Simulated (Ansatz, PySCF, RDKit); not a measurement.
Noncovalent pair: CH4 (SMILES C) (first 5 atoms) with C2H3N (SMILES CC#N); geometry from B3LYP-D3(BJ)/def2-TZVP, rigid monomers moved along the line of their centres of mass till C1···H10 is 3.35 Å.
(charge 0, multiplicity 1):
```json
[
 {"atom": "C", "x (Å)": "-0.0310", "y (Å)": "0.4262", "z (Å)": "0.1798"},
 {"atom": "H", "x (Å)": "0.1344", "y (Å)": "0.2525", "z (Å)": "-0.8824"},
 {"atom": "H", "x (Å)": "0.5139", "y (Å)": "1.3196", "z (Å)": "0.4845"},
 {"atom": "H", "x (Å)": "-1.0971", "y (Å)": "0.5682", "z (Å)": "0.3565"},
 {"atom": "H", "x (Å)": "0.3241", "y (Å)": "-0.4320", "z (Å)": "0.7477"},
 {"atom": "C", "x (Å)": "-0.4650", "y (Å)": "0.4878", "z (Å)": "4.3679"},
 {"atom": "C", "x (Å)": "0.1709", "y (Å)": "-0.7977", "z (Å)": "4.1300"},
 {"atom": "N", "x (Å)": "0.6739", "y (Å)": "-1.8128", "z (Å)": "3.9361"},
 {"atom": "H", "x (Å)": "0.1355", "y (Å)": "1.0826", "z (Å)": "5.0564"},
 {"atom": "H", "x (Å)": "-0.5667", "y (Å)": "1.0306", "z (Å)": "3.4283"},
 {"atom": "H", "x (Å)": "-1.4552", "y (Å)": "0.3428", "z (Å)": "4.8004"}
]
```

Counterpoise-corrected where a basis set is named; no monomer relaxation. RDKit's UFF carries no charges.

Run with Ansatz (Gaussian basis) for Hartree–Fock, density functionals and correlated methods; PySCF for the dispersion terms; RDKit for the force fields. 

### Question
One of these levels gives -0.81 kcal/mol for the interaction energy. Name it.
A) HF/aug-cc-pVDZ
B) PBE-D3(BJ)/def2-TZVPPD
C) PBE0/def2-TZVPPD
D) UFF

### Answer
D, UFF. The others give -0.07 (HF/aug-cc-pVDZ), -1.12 (PBE-D3(BJ)/def2-TZVPPD), -0.45 (PBE0/def2-TZVPPD)

Ansatz is a program for electronic structure.
